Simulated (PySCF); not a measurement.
Stepwise substitution at one centre (Sn OCH3-H). Gas-phase values, no solvent. One relaxed conformer stands for each flexible species; it need not be the lowest. Strings in code marks are SMILES.

The numbers are results of M06-2X/def2-TZVP // B3LYP-D3(BJ)/def2-SVP (PySCF), not measurements. All candidates: neutral, multiplicity 1. Delta-SCF ions had no search for a lower state. 

| Property | Result |
|---|---|
| HOMO | -10.22 eV |
| vertical ionisation energy (Delta-SCF) | 11.57 eV |
| HOMO–LUMO gap | 11.44 eV |

### Question
Which member has these values?
A. `C[O][SnH3]`
B. `C[O][Sn]([O]C)([O]C)[O]C`
C. `C[O][SnH2][O]C` (C–O–Sn–O torsion 60°, O–Sn–O–C torsion 60°)
D. `[SnH4]`

### Answer
D, `[SnH4]`. The others give `C[O][SnH3]`: -9.01 eV, 9.83 eV, 9.13 eV; `C[O][Sn]([O]C)([O]C)[O]C`: -9.58 eV, 10.25 eV, 8.83 eV; `C[O][SnH2][O]C` (C–O–Sn–O torsion 60°, O–Sn–O–C torsion 60°): -9.20 eV, 9.95 eV, 9.55 eV
